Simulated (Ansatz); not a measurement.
# Loss of H2: BH(CH3)2(NH3) → B(CH3)2(NH2) + H2

Species: BH(CH3)2(NH3), singlet; B(CH3)2(NH2), singlet; H2 (hydrogen), singlet. This is a balance of energies; it says nothing on the path, which may need atoms to shift.

Shapes, held fixed at every level: PBE0-D4/def2-TZVP. Programs: Ansatz 0.2.0. The zero-point and thermal change to 298 K, harmonic and unscaled (PBE0-D4/def2-TZVP), is -23.5 kJ/mol.

(1) Estimate ΔH(298 K) of this reaction.

Answers

(1) The highest level, CCSD(T)/CBS estimate, gives ΔH(298 K) = -49.4 kJ/mol; the levels span -75.3 to -45.0. The column of differences is taken from that level and isn't an error. No measured value is set beside it here. The CBS estimate extrapolates MP2 from def2-TZVPP and def2-QZVPP and adds CCSD(T) − MP2 in the triple-zeta set, cores frozen; for H2 it overshoots the exact energy by about 1 mEh. Times are processor times on shared x86 and Arm servers, and rough.

```json
{"level": "HF/def2-SVP", "kind": "Hartree–Fock", "ΔH(298 K) (kJ/mol)": "-65.0", "less CCSD(T)/CBS estimate": "-15.6", "CPU time (sum over the molecules)": "–"}
{"level": "HF/def2-TZVPP", "kind": "Hartree–Fock", "ΔH(298 K) (kJ/mol)": "-75.3", "less CCSD(T)/CBS estimate": "-25.9", "CPU time (sum over the molecules)": "–"}
{"level": "PBE-D4/def2-TZVPP", "kind": "GGA", "ΔH(298 K) (kJ/mol)": "-45.0", "less CCSD(T)/CBS estimate": "+4.4", "CPU time (sum over the molecules)": "18 s"}
{"level": "B3LYP-D4/def2-TZVPP", "kind": "global hybrid", "ΔH(298 K) (kJ/mol)": "-58.8", "less CCSD(T)/CBS estimate": "-9.4", "CPU time (sum over the molecules)": "30 s"}
{"level": "BHLYP-D4/def2-TZVPP", "kind": "global hybrid", "ΔH(298 K) (kJ/mol)": "-55.0", "less CCSD(T)/CBS estimate": "-5.6", "CPU time (sum over the molecules)": "17 s"}
{"level": "wB97X-V/def2-TZVPP", "kind": "range-separated hybrid", "ΔH(298 K) (kJ/mol)": "-47.5", "less CCSD(T)/CBS estimate": "+1.9", "CPU time (sum over the molecules)": "48 s"}
{"level": "CCSD(T)/def2-TZVPP", "kind": "coupled cluster or CI", "ΔH(298 K) (kJ/mol)": "-46.3", "less CCSD(T)/CBS estimate": "+3.1", "CPU time (sum over the molecules)": "12 min"}
{"level": "CCSD(T)/CBS estimate", "kind": "coupled cluster or CI", "ΔH(298 K) (kJ/mol)": "-49.4", "less CCSD(T)/CBS estimate": "0.0", "CPU time (sum over the molecules)": "15 min"}
```
